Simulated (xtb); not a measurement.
ClGeH₂N, SMILES [Cl][Ge][NH2] (connectivity only; charge and spin as stated), neutral, multiplicity 1. All values are semi-empirical tight-binding results from xtb (GFN2-xTB unless named), good for trends rather than for accurate numbers. Coordinates come from a GFN2-xTB optimisation. Other conformers were not sampled.

For metal compounds this method's bond lengths and energies can be far off.

The point group as xtb finds it is Cs and the orbital gap is 4.36 eV. The zero-point energy comes out as 15.6 kcal/mol and the G − E(el) at 298.15 K (modified RRHO) is -2.2 kcal/mol.
